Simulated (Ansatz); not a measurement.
Start from `CB[SiH](C)F` and change one atom or group to get `CB[SiH2]C`.

Ansatz, PBE0-D4/def2-TZVP geometries, multiplicity 1. Each molecule was computed in one conformer, which needn't be the lowest.

```tsv
property	`CB[SiH](C)F`
HOMO–LUMO gap (PBE0/def2-TZVPP) / eV	5.76
HOMO energy (PBE0/def2-TZVPP) / eV	-7.68
size of the dipole moment (B3LYP/def2-TZVPP) / D	2.27
HOMO energy (PBE/def2-TZVPP) / eV	-6.41
HOMO–LUMO gap (B3LYP/def2-TZVPP) / eV	5.39
HOMO–LUMO gap (PBE/def2-TZVPP) / eV	3.53
```

**Question.** Give the same properties after the change, and the shifts. (An estimate is asked.)

**Answer.** The calculation gave: 
```
                                        property  `CB[SiH2]C`  shift
            HOMO–LUMO gap (PBE0/def2-TZVPP) / eV         5.93   0.17
              HOMO energy (PBE0/def2-TZVPP) / eV        -7.61   0.07
size of the dipole moment (B3LYP/def2-TZVPP) / D         1.30  -0.97
               HOMO energy (PBE/def2-TZVPP) / eV        -6.39   0.02
           HOMO–LUMO gap (B3LYP/def2-TZVPP) / eV         5.57   0.18
             HOMO–LUMO gap (PBE/def2-TZVPP) / eV         3.74   0.21
```

With PBE0 the HOMO rises by 0.07 eV and the LUMO rises by 0.25 eV, so the gap widens by about 0.18 eV. PBE moves the HOMO by 0.02 eV and ωB97M-V by 0.08 eV. Dipoles are sizes alone; their direction can turn.

B3LYP here is the variant with VWN-RPA as its local correlation; programs differ in this.
